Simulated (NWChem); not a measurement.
Molecule: C3H9Sb; SMILES [CH3][Sb]([CH3])[CH3]

```xyz
13

Sb     0.0000     0.0015     0.4308
C     -1.6082    -0.9209    -0.7461
H     -2.5726    -0.4314    -0.5079
H     -1.6838    -1.9965    -0.4937
H     -1.3952    -0.8104    -1.8274
C      1.5978    -0.9387    -0.7463
H      1.6609    -2.0153    -0.4944
H      2.5677    -0.4605    -0.5077
H      1.3861    -0.8251    -1.8274
C      0.0102     1.8520    -0.7519
H     -0.8873     2.4532    -0.5078
H      0.0105     1.6118    -1.8331
H      0.9126     2.4450    -0.5056
```
Atoms are numbered in this order, from 1.

The geometry was optimised at PBE-D3(BJ)/def2-SVP. No frequency run checked for a minimum. def2 effective core potentials on Sb; no spin-orbit coupling.

List the 4 lowest vertical singlet excitations from BHandHLYP/def2-SVP with def2 effective core potentials on Sb, TDA (NWChem).


```json
[
 {"state": "S1", "energy (eV)": "6.22", "oscillator strength": "0.193", "leading excitation (squared amplitude)": "HOMO → LUMO (0.93)"},
 {"state": "S2", "energy (eV)": "6.23", "oscillator strength": "0.194", "leading excitation (squared amplitude)": "HOMO → LUMO+1 (0.93)"},
 {"state": "S3", "energy (eV)": "7.48", "oscillator strength": "0.015", "leading excitation (squared amplitude)": "HOMO → LUMO+2 (0.99)"},
 {"state": "S4", "energy (eV)": "7.52", "oscillator strength": "0.000", "leading excitation (squared amplitude)": "HOMO−2 → LUMO (0.49)"}
]
```
